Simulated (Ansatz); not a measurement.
FH₄SbSi (`[F][SbH][SiH3]`). Charge 0, multiplicity 1. Sb takes the def2 core potential. The structure was optimised at the PBE0-D4/def2-TZVP level.

```xyz
7

F     0.838    2.254   -0.595
Sb    1.548    0.680    0.267
Si   -0.747   -0.519    0.360
H     1.887   -0.131   -1.208
H    -1.464   -0.385   -0.932
H    -1.568    0.057    1.456
H    -0.494   -1.957    0.653
```

Task: What is the dipole moment at r2SCAN/def2-TZVPP? (Best estimate.)

Result: Ansatz gave: 2.31 D, with components (0.59, -1.92, 1.13) D in this frame, pointing from negative to positive charge.

Task: And with PBE, B3LYP, ωB97M-V? (An estimate is asked.)

Result: Computed: PBE 2.22 D, B3LYP 2.43 D, ωB97M-V 2.44 D.

Task: Give the Mulliken charges with r2SCAN, B3LYP, ωB97M-V in def2-TZVPP. (An estimate is asked.)

Result: Computed: 
```json
{"atom": "F1", "r2SCAN": "-0.47", "B3LYP": "-0.48", "ωB97M-V": "-0.48"}
{"atom": "Sb2", "r2SCAN": "0.61", "B3LYP": "0.64", "ωB97M-V": "0.54"}
{"atom": "Si3", "r2SCAN": "0.13", "B3LYP": "0.10", "ωB97M-V": "0.03"}
{"atom": "H4", "r2SCAN": "-0.11", "B3LYP": "-0.11", "ωB97M-V": "-0.07"}
{"atom": "H5", "r2SCAN": "-0.05", "B3LYP": "-0.04", "ωB97M-V": "0.00"}
{"atom": "H6", "r2SCAN": "-0.06", "B3LYP": "-0.05", "ωB97M-V": "-0.01"}
{"atom": "H7", "r2SCAN": "-0.06", "B3LYP": "-0.05", "ωB97M-V": "-0.01"}
```

B3LYP here is the variant with VWN-RPA as its local correlation; programs differ in this.
